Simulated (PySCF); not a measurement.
AlClH₅NO₂Si. Atoms are numbered in the order given.

```xyz
11

Si     1.4715     0.4693    -0.3855
Cl     2.4031    -0.4801     1.2170
N      0.0369    -0.3232    -0.8884
Al    -1.6411    -0.0057    -0.3506
O     -2.8365    -1.0486    -0.9412
O     -2.0312     1.2752     0.6860
H      1.0994     1.8303     0.0941
H      2.4857     0.5294    -1.4722
H      0.1735    -1.1507    -1.4660
H     -3.7668    -0.9942    -0.7199
H     -1.4279     1.9003     1.0884
```
Charge 0, spin multiplicity 1.

Coordinates come from a PBE0-D3(BJ)/def2-SVP optimisation. The structure was generated by enumeration; whether it is a known compound was not checked. Other conformers were not sampled.

Level of theory: r2SCAN/def2-TZVP in PySCF.

ESP charges are fitted to the potential on shells at 1.4 to 2.0 van der Waals radii. Atomic charges (e):

```tsv
atom	IAO	ESP fit	Löwdin
Si1	0.94	0.26	___
Cl2	-0.35	-0.17	0.18
N3	-1.01	-0.83	___
Al4	1.35	1.22	___
O5	-0.84	-0.86	-0.12
O6	-0.84	-0.86	-0.12
H7	-0.15	-0.05	-0.04
H8	-0.14	-0.01	-0.05
H9	0.29	0.40	0.20
H10	0.37	0.45	___
H11	0.38	0.45	___
```

Task: Some entries are withheld; supply them. (An estimate is asked for; the answer gives what the named calculation found.)

Result: 
- Si1, Löwdin: -0.10
- N3, Löwdin: -0.18
- Al4, Löwdin: -0.14
- H10, Löwdin: 0.18
- H11, Löwdin: 0.18
